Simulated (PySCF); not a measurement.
Magnetisability: Be(SiH3)2, BeH₆Si₂

Geometry:
```json
{"atom": "Be1", "x (Å)": "0.011", "y (Å)": "0.011", "z (Å)": "0.000"}
{"atom": "Si2", "x (Å)": "0.000", "y (Å)": "-0.010", "z (Å)": "2.197"}
{"atom": "H3", "x (Å)": "0.851", "y (Å)": "-1.023", "z (Å)": "2.847"}
{"atom": "H4", "x (Å)": "-1.298", "y (Å)": "-0.266", "z (Å)": "2.848"}
{"atom": "H5", "x (Å)": "0.433", "y (Å)": "1.217", "z (Å)": "2.885"}
{"atom": "Si6", "x (Å)": "0.005", "y (Å)": "0.015", "z (Å)": "-2.196"}
{"atom": "H7", "x (Å)": "1.266", "y (Å)": "0.374", "z (Å)": "-2.869"}
{"atom": "H8", "x (Å)": "-0.942", "y (Å)": "0.937", "z (Å)": "-2.848"}
{"atom": "H9", "x (Å)": "-0.326", "y (Å)": "-1.256", "z (Å)": "-2.864"}
```

Method: GIAO B3LYP/def2-SVP magnetisability, rotational g tensor and spin-rotation constants, non-relativistic, gas phase (PySCF 2.14.0). Geometry: GFN2-xTB.

Q: How diamagnetic is it, and how anisotropic?

A: Isotropic -803 × 10⁻³⁰ J/T², or -48.4 × 10⁻⁶ cm³/mol; principal values -918, -747, -745 × 10⁻³⁰ J/T², anisotropy 172 × 10⁻³⁰ J/T² (root of half the summed squared differences of the principal values). The susceptibility is in cgs units.

Q: Split it along the inertial axes a, b, c into diamagnetic and paramagnetic parts about the centre of mass, with the quadrupole moment.

A: 
| axis | χ (10⁻⁶ cm³/mol) | diamagnetic (10⁻⁶ cm³/mol) | paramagnetic (10⁻⁶ cm³/mol) | summed x² of all electrons (Å²) | quadrupole Θ (D Å) |
| --- | --- | --- | --- | --- | --- |
| a | -55.3 | -109.2 | 54.0 | 194.1 | -10.88 |
| b | -44.9 | -878.2 | 833.2 | 12.9 | +5.44 |
| c | -44.9 | -878.2 | 833.2 | 12.9 | +5.44 |

Anisotropies 2χaa − χbb − χcc = -20.7 and 2χbb − χaa − χcc = +10.3 × 10⁻⁶ cm³/mol. Θ is traceless in Buckingham's convention.

Q: And the rotational g tensor?

A: 
| axis | rotational constant (GHz) | g | nuclear part | electronic part |
| --- | --- | --- | --- | --- |
| a | 48.2793 | -0.2248 | 0.9994 | -1.2242 |
| b | 1.5567 | -0.0218 | 0.5875 | -0.6094 |
| c | 1.5567 | -0.0218 | 0.5875 | -0.6094 |

Prolate top; isotopes 9Be, 1H, 28Si; no vibrational averaging.
